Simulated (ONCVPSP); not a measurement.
**Plane-wave convergence, ONCV potential for Os**

osmium (Os), optimised norm-conserving Vanderbilt (ONCV), made with ONCVPSP 4.0.1 (LDA (Perdew-Zunger), fully relativistic). Core [Kr] 4d10 4f14, reference 5s2 5p6 5d6 6s2. Waves: 5s+6s: rc 1.60 bohr, ncon 4, nbas 7, qcut 8.9 1/bohr, 2 projectors; 5p: rc 1.90 bohr, ncon 5, nbas 8, qcut 8.1 1/bohr, 2 projectors, debl 3.7 Ha; 5d: rc 1.55 bohr, ncon 3, nbas 6, qcut 6.1 1/bohr, 2 projectors, debl 3 Ha. Local part: polynomial inside 1.55 bohr (lpopt 5, dvloc0 0 Ha). Core correction: polynomial model core, fcfact 0.7.

Open shells are filled in proportion to 2j + 1.

Task: For each optimised wave give the share of its norm inside rc, the residual kinetic energy above qcut (Ha) and the cutoffs (Ha) for errors of 10, 1, 0.1 and 0.01 mHa per electron.

Result:

```
               wave  norm inside rc  residual KE  10 mHa  1 mHa  0.1 mHa  0.01 mHa
                 5s           0.950      3.3e-07    20.2   25.8     30.2      33.8
                 6s           0.064      2.3e-07    16.8   24.0     29.5      33.8
           5p j=3/2           0.937      2.3e-06     9.6   21.6     26.6      30.4
p projector 2 j=3/2           0.157      6.8e-06     9.5   22.5     28.0      32.3
           5p j=1/2           0.966      1.4e-06    11.2   14.3     24.6      29.2
p projector 2 j=1/2           0.189      6.5e-06    10.9   19.0     27.2      31.9
           5d j=5/2           0.421      1.4e-04    12.3   15.8     19.6      41.5
d projector 2 j=5/2           0.091      4.5e-04    13.6   17.4     20.9      34.4
           5d j=3/2           0.460      2.6e-04    13.0   16.6     21.9      50.0
d projector 2 j=3/2           0.091      7.5e-04    14.2   18.3     23.9      40.6
```

The occupied waves need 26 Ha and 30 Ha for 1 and 0.1 mHa.
